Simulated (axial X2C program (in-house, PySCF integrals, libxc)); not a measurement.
KH: computed against measured constants

Computed with an in-house relativistic program for diatomic molecules. Spin-free means the one-electron spin-free X2C Hamiltonian; two-component (2c) means X2C with spin–orbit coupling and atomic mean-field two-electron Coulomb and Gaunt terms, so the difference of the two also holds small scalar two-electron terms. Basis: K dyall-cv3z [11s12p6d3f], H dyall-v3z [6s2p1d] (cores contracted in-house); Gaussian nuclei, density fitting, unrestricted open shells. Masses: K 38.964 u, H 1.008 u.

| Hamiltonian | level | Re (Å) | ωe (cm⁻¹) | ωexe (cm⁻¹) | De (eV) |
| --- | --- | --- | --- | --- | --- |
| spin-free | PBE0 | 2.235 | 985.3 | 14.4 | 1.71 |
| spin-free | HF | 2.307 | 970.2 | 12.9 | 0.863 |
| spin-free | MP2 | 2.227 | 1020.6 | 14.1 | 1.54 |
| spin-free | CCSD | 2.249 | 992.0 | 15.6 | 1.78 |
| spin-free | CCSD(T) | 2.243 | 995.0 | 15.7 | 1.78 |
| spin-free | B97-3 | 2.250 | 980.3 | 14.5 | 1.86 |
| 2c | PBE0 | 2.235 | 985.4 | 14.4 | 1.71 |
| 2c | HF | 2.307 | 970.1 | 12.9 | 0.863 |
| 2c | MP2 | 2.227 | 1020.6 | 14.1 | 1.54 |
| 2c | CCSD | 2.249 | 992.1 | 15.6 | 1.78 |
| 2c | CCSD(T) | 2.243 | 995.0 | 15.7 | 1.78 |
| 2c | B97-3 | 2.250 | 980.3 | 14.5 | 1.86 |

De refers to K + H.

Correlated methods: 10 electrons correlated (number of frozen shells: K 2 s, 1 p; H none), 170 virtual spin orbitals or spinors in MP2, 90 natural virtuals in coupled cluster.

Measured (Huber and Herzberg, Constants of Diatomic Molecules, 1979; state X): Re (Å) 2.2425, ωe (cm⁻¹) 983.6, ωexe (cm⁻¹) 14.32.

Problem. Work out the error of each level, computed minus measured.

Solution. 

```csv
Hamiltonian,level,Re (Å),ωe (cm⁻¹),ωexe (cm⁻¹)
spin-free,PBE0,-0.008,1.7,0.08
spin-free,HF,0.064,-13.4,-1.42
spin-free,MP2,-0.016,37.0,-0.22
spin-free,CCSD,0.006,8.4,1.28
spin-free,CCSD(T),0.000,11.4,1.38
spin-free,B97-3,0.007,-3.3,0.18
2c,PBE0,-0.008,1.8,0.08
2c,HF,0.064,-13.5,-1.42
2c,MP2,-0.016,37.0,-0.22
2c,CCSD,0.006,8.5,1.28
2c,CCSD(T),0.000,11.4,1.38
2c,B97-3,0.007,-3.3,0.18
```

One determinant describes the state; a PBE0 search over occupations chose it and may have missed a lower one. Closed shells are restricted here (equal orbitals for both partners); the stretched side of such a curve lies too high. De is counted from the lowest determinant-based energies of the atoms at the same level, without counterpoise correction. Coupled cluster ran in a truncated set of natural virtual spinors; the MP2 energy of the rest was added. (T) has no such correction and the atoms are truncated less, which lowers De at CCSD(T) by a hundredth of an eV or more.
